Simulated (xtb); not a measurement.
C3H8ClNSi, SMILES Cl[Si@H](C)/C=N/C. All values are semi-empirical tight-binding results from xtb (GFN2-xTB unless named), good for trends rather than for accurate numbers. The structure is a stationary point at GFN2-xTB. The structure was generated by enumeration; whether it is a known compound was not checked. Other conformers were not sampled.

Optimised geometry:

```xyz
14

C      2.9556    -1.2962     0.8170
N      1.7484    -1.0157     0.1099
C      1.1215     0.0577     0.3036
Si    -0.4757     0.4183    -0.6469
C     -1.2412    -1.1854    -1.3001
Cl    -1.7364     1.3145     0.6700
H      3.2496    -0.5052     1.5218
H      3.7492    -1.4466     0.0835
H      2.8232    -2.2363     1.3543
H      1.4921     0.8064     1.0269
H     -0.2047     1.3886    -1.7121
H     -1.5644    -1.8282    -0.4852
H     -2.1053    -0.9892    -1.9293
H     -0.5159    -1.7399    -1.8861
```
Charge 0, spin multiplicity 1.

Computed properties:
- orbital gap: 3.02 eV
- dipole moment: 1.80 D
- zero-point energy: 64.7 kcal/mol
- G − E(el) at 298.15 K (modified RRHO): 42.8 kcal/mol
- static polarisability (D4 model): 85.8 bohr³
- solvation energy, GFN2-xTB/ALPB(water): -2.5 kcal/mol
- solvation energy, GFN2-xTB/ALPB(ether): -6.3 kcal/mol

Problem. Give the atomic charges and the Wiberg bond orders between heavy atoms. (The exact figures need the calculation; the answer reports its results.)

Solution. charges (e) C1 -0.02, N2 -0.22, C3 -0.02, Si4 0.50, C5 -0.20, Cl6 -0.26, H7 0.02, H8 0.05, H9 0.06, H10 0.00, H11 -0.06, H12 0.05, H13 0.04, H14 0.05. Bond orders C1–N2 1.05, N2–C3 1.95, C3–Si4 0.86, Si4–C5 0.92, Si4–Cl6 1.07.
